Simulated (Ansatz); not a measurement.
C$_{2}$H$_{7}$NO$_{2}$Si (`OC/C(O)=N\[SiH3]`) from Hartree–Fock to CCSD(T)

Z-matrix (Å, degrees):
```
C
C 1 1.510
O 1 1.397 2 113.2
H 1 1.093 2 107.9 3 -118.9
H 1 1.097 2 108.3 3 126.1
N 2 1.253 1 129.0 3 1.4
O 2 1.345 1 109.4 3 -178.7
H 3 0.961 1 109.3 2 74.8
Si 6 1.726 2 132.1 1 2.3
H 7 0.967 2 106.2 1 -179.0
H 9 1.494 6 112.9 2 -60.1
H 9 1.485 6 106.6 2 -176.5
H 9 1.485 6 112.8 2 64.9
```

The species carries charge 0 and has multiplicity 1. All single points use the PBE0-D4/def2-TZVP geometry. It is one conformer, not always the lowest. Frozen core, restricted reference, Ansatz 0.2.0. CBS rows extrapolate triple and quadruple zeta; past MP2 they add the triple-zeta difference.

```
     basis     HF (Eh)  MP2 corr.
def2-TZVPP  -573.06058   -1.12855
def2-QZVPP  -573.08274   -1.21229
```

Problem. Estimate the CCSD correlation energy and the (T) correction in each basis where they were run (hartree).

Solution. 
```
     basis  CCSD corr.       (T)
def2-TZVPP    -1.16558  -0.04768
 CBS(def2)    -1.31135     as TZ
```
